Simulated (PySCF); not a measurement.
C4H5BF (charge +1).
Atom-mapped SMILES: `[CH3:1][c:2]1[cH+:3][c:4]1[BH:5][F:6]` (hydrogens: H7, H8, H9 on C1; H10 on C3; H11 on B5)

Geometry (GFN2-xTB, Å), atoms numbered from 1 in this order:
```xyz
11
C4H5BF angstrom
C     -1.8073   -0.3942   -0.1100
C     -0.5632    0.2945    0.0268
C      0.1723    1.4454    0.1660
C      0.8466    0.2394    0.1088
B      2.1676   -0.5643    0.0175
F      2.6906   -1.0566    1.0862
H     -1.9943   -0.5483   -1.1797
H     -2.6366    0.1944    0.2839
H     -1.7708   -1.3862    0.3427
H      0.2373    2.5065    0.2644
H      2.6631   -0.7279   -1.0326
```

The closed-shell ground state was solved at several levels (PySCF, density fitting, gas phase, non-relativistic).

| level | basis functions | total energy (Eh) | HOMO (eV) | LUMO (eV) | gap (eV) |
| --- | --- | --- | --- | --- | --- |
| PBE0/def2-SVPD | 163 | -279.3090 | -14.71 | -7.32 | 7.39 |
| PBE0/pcSseg-1 | 127 | -279.4732 | -14.70 | -7.30 | 7.40 |

**Question.** What might B3LYP/pcJ-1 (212 basis functions) give for the same quantities?

**Answer.** Total energy -279.8392 Eh, HOMO -14.49 eV, LUMO -7.52 eV, gap 6.97 eV.

One conformer stands for the species.
